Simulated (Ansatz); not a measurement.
Match the barriers

Saddle point of CH$_{9}$NSn, closed shell (CH₅N ([CH3][NH2]) + SnH₄ → CH₇NSn ([CH3][NH][SnH3]) + H₂; bonds formed: Sn1–N7, H2–H6; bonds broken: Sn1–H2, H6–N7), PBE0-D4/def2-TZVP structure:

Sn1  (-1.434, 0.527, -0.363)
H2  (-0.172, 1.783, 1.023)
H3  (-1.868, -0.934, -1.199)
H4  (-2.728, 0.894, 0.677)
H5  (-1.017, 1.655, -1.564)
H6  (0.274, 0.786, 1.062)
N7  (0.285, -0.379, 0.619)
C8  (1.422, -0.744, -0.216)
H9  (0.049, -1.118, 1.277)
H10  (1.751, 0.144, -0.765)
H11  (1.175, -1.523, -0.943)
H12  (2.262, -1.091, 0.390)
(Å)

Ansatz 0.2.0; basis: def2-TZVPP, with def2-QZVPP for the basis limit; cores frozen in the correlated methods. Filled d shells of the heavier atoms are correlated. Core potentials replace the inner electrons of the atoms past krypton. The def2 sets are not built for correlating such inner shells, so the correlated values are less sure here. B3LYP uses VWN-RPA correlation. Extrapolation: Hartree–Fock as exp(−7.88 √X), correlation as X^−2.97. Four methods, as single points on the PBE0-D4 structures, gave these electronic barriers from the start structure: 1.721, 1.874, 2.085, 2.527 eV.

(1) The methods were, in alphabetical order, B3LYP-D4, BHLYP-D4, BLYP-D4, HF. Which gave which? (Judge from chemistry; the calculation decides.)

T1 diagnostic: at most 0.014.

Answers

(1) Computed: BLYP-D4 1.721; B3LYP-D4 1.874; BHLYP-D4 2.085; HF 2.527 eV. For comparison, CCSD(T) at an estimated basis limit (MP2 extrapolated from triple and quadruple zeta, plus CCSD(T) − MP2 in triple zeta) gives 1.899 eV.

Labels in which every atom is bracketed show which atoms are joined, not bond orders.

For scale, one of the runs: CCSD(T)/def2-TZVPP, 238 basis functions, launched by `ansatz run in.yaml --threads 4 --pin off --events-out ev --progress --plain --max-ram 9574MiB`. Time: 2.8 min of wall clock on 4 CPU threads of an Intel Xeon; the host was shared. Peak host memory: 5 GiB.
